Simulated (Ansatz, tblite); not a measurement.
Removing and adding an electron: Zn2Br4 (the lowest singlet isomer of a short search). Total charge 0; singlet. Geometry: r2SCAN-D4/def2-SVP. Ansatz, gas phase; energy differences of separate SCF runs; the oxidised species was run as a doublet alone; the reduced species was run as a doublet alone.

```xyz
6

Zn   -0.375    0.954   -1.242
Zn    0.400   -0.955    1.233
Br   -0.983    2.282   -2.943
Br   -0.612    1.255    1.163
Br    0.689   -1.233   -1.170
Br    0.880   -2.303    2.959
```

The xTB rows come from tblite. The structure comes from a short search, and lower isomers may exist.

| level | −HOMO (eV) | vertical IE (eV) | −LUMO (eV) | vertical EA (eV) | HOMO–LUMO gap (eV) | IE − EA (eV) |
| --- | --- | --- | --- | --- | --- | --- |
| GFN1-xTB | 11.06 | 13.97 | 6.38 | 3.75 | 4.68 | 10.23 |
| GFN2-xTB | 12.31 | 14.84 | 7.81 | 5.39 | 4.50 | 9.45 |
| PBE0-D4/def2-TZVP | 8.31 | 10.02 | 1.84 | – | 6.47 | – |

(1) Estimate the rows for PBE-D4/def2-TZVPD, BLYP-D4/def2-TZVPD, PBE0-D4/def2-TZVPD.

Answers

(1) 
```csv
level,−HOMO (eV),vertical IE (eV),−LUMO (eV),vertical EA (eV),HOMO–LUMO gap (eV),IE − EA (eV),remarks
PBE-D4/def2-TZVPD,7.08,–,2.74,0.80,4.34,–,HOMO above zero (-1 doublet)
BLYP-D4/def2-TZVPD,6.90,–,2.70,0.75,4.20,–,HOMO above zero (-1 doublet)
PBE0-D4/def2-TZVPD,8.33,–,1.89,0.56,6.44,–,HOMO above zero (-1 doublet)
```

Relaxing the reduced species (r2SCAN-D4/def2-SVPD) changes its energy by -1.12 eV at PBE-D4/def2-TZVPD, so the adiabatic electron affinity to this nearest minimum is 1.92 eV. At PBE0-D4/def2-TZVPD it is 1.82 eV.  Run but left out: PBE-D4/def2-TZVP, BLYP-D4/def2-TZVP (charge +1 doublet: an occupied level 0.04 eV above an empty one).   A HOMO above zero means that the electron is unbound at that level or that self-interaction error raises the level; the energy of removing that electron tells which. Raw xTB energy differences between charge states are shifted by several eV; the methods need an empirical correction for them.
